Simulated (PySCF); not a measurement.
C₂H₅O₂, SMILES [CH](O)CO, multiplicity 2. Atoms are numbered in the order given.

```xyz
9

O      1.4312    -0.0367    -0.3368
C      0.4676    -0.7510     0.3222
C     -0.9149    -0.3048    -0.0213
O     -1.0818     1.0865     0.1339
H      2.3045    -0.3352    -0.0606
H      0.6848    -1.8005     0.5624
H     -1.1629    -0.6133    -1.0648
H     -1.6366    -0.8131     0.6384
H     -0.3013     1.4983    -0.2578
```
Charge 0, spin multiplicity 2.

Geometry optimised at ωB97X-D3(BJ)/def2-SVP. The isomer is the one that the SMILES or the coordinates give; other isomers of the formula were not compared. The values are those of a single conformer.

All values below come from PySCF with PBE0/def2-TZVPD.

Mulliken values depend strongly on the basis, most of all with diffuse functions as here. ESP charges are fitted to the potential on shells at 1.4 to 2.0 van der Waals radii. Atomic charges (e):

```json
[
 {"atom": "O1", "Mulliken": "-0.43", "ESP fit": "-0.46", "Mulliken spin": "0.10"},
 {"atom": "C2", "Mulliken": "-0.19", "ESP fit": "-0.26", "Mulliken spin": "0.91"},
 {"atom": "C3", "Mulliken": "0.04", "ESP fit": "0.24", "Mulliken spin": "-0.06"},
 {"atom": "O4", "Mulliken": "-0.47", "ESP fit": "-0.61", "Mulliken spin": "0.01"},
 {"atom": "H5", "Mulliken": "0.31", "ESP fit": "0.42", "Mulliken spin": "-0.01"},
 {"atom": "H6", "Mulliken": "0.20", "ESP fit": "0.14", "Mulliken spin": "-0.03"},
 {"atom": "H7", "Mulliken": "0.11", "ESP fit": "0.04", "Mulliken spin": "0.06"},
 {"atom": "H8", "Mulliken": "0.13", "ESP fit": "0.07", "Mulliken spin": "0.01"},
 {"atom": "H9", "Mulliken": "0.30", "ESP fit": "0.42", "Mulliken spin": "0.00"}
]
```
